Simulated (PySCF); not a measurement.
Molecule: `N#C[B-](C#N)(C#N)C#N`, [C$_{4}$BN$_{4}$]-.

Cartesian coordinates in Å; atom numbers follow the order of the lines, from 1:
```xyz
9

N     0.145    2.494   -1.055
C     0.082    1.436   -0.608
B     0.000    0.002   -0.003
C    -0.723   -0.946   -1.008
N    -1.256   -1.647   -1.747
C     1.441   -0.530    0.267
N     2.503   -0.921    0.468
C    -0.796    0.044    1.336
N    -1.383    0.073    2.324
```

Total charge -1.

Frames of a GFN2-xTB Langevin trajectory at 300 K; GIAO PBE0/pcSseg-1 shieldings in PySCF 2.14, gas phase, non-relativistic; equivalent atoms averaged within each frame.

Referencing at the same level of theory: $^{15}$N (σ = 267.73 ppm) vs NH3; $^{13}$C (σ = 186.93 ppm) against TMS; $^{11}$B (σ = 100.07 ppm) vs BF3·OEt2. The references are static minima.

**Question.** How do the shifts (ppm) fluctuate along the trajectory?

**Answer.** 
```tsv
time (fs)	N1/N5/N7/N9	C2/C4/C6/C8	B3
optimised geometry	321.8	130.0	-50.8
250	325.9	130.7	-49.0
425	322.4	129.9	-49.6
625	329.5	132.8	-50.8
800	318.8	128.7	-53.1
1000	330.2	133.7	-53.6
mean of frames	325.4	131.1	-51.2
standard deviation	4.8	2.1	2.1
```

5 frames give an uncertainty of the mean of about the standard deviation over 2.2 at best, since frames this close in time may not be independent; classical motion lacks zero-point vibration, and the reference would need the same averaging.
